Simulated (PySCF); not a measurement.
Compounds:
1. SMILES OCc1ccoc1, C₅H₆O₂
2. `C[SiH]([SiH3])[SiH3]`, CH₁₀Si₃
3. SMILES FC(/C=C(\C=O)[SiH2]F)(F)F, C₄H₄F₄OSi
4. SMILES FCCl, CH₂ClF
5. SMILES C=CC(=C)OC=O, C₅H₆O₂
6. SMILES CC#CP(C)c1ccoc1, C₈H₉OP

Theory: geometry from GFN2-xTB, NMR shieldings at PBE0/pcSseg-1/GIAO, in PySCF (one conformer, equivalent nuclei averaged, non-relativistic, gas phase).

Scale: TMS for ¹H, ¹³C (reference shieldings calculated alike). Shifts are as computed. Against solution values, carbons near 30 ppm lie about +3 ppm off and those near 130 ppm about +5 ppm; carbons on Cl a further +6 ppm. Of 1211 compounds with measured shifts, 218 miss one by over three times the rms of a fit or turn the order of signals round; such compounds aren't used in these exercises. Carbons bonded to Cl come out too deshielded. OH and NH positions are gas-phase values without hydrogen bonding to other molecules.

Problem. Which show a ¹³C signal above 185 ppm?

Solution. 3 (202.2: aldehyde carbonyl carbon).

Problem. Which show a ¹H signal above 9 ppm from a carbon-bound hydrogen?

Solution. 3 (10.44: hydrogen on an aldehyde carbonyl carbon).

Problem. Which show a ¹H signal below 0.7 ppm from a carbon-bound hydrogen?

Solution. 2 (0.29: hydrogen on a methyl carbon bonded to Si).

Problem. Which give exactly 8 ¹³C signals?

Solution. 6 (δ 148.0, 144.6, 132.7, 121.1, 108.3, 86.4, 16.6, 6.2).
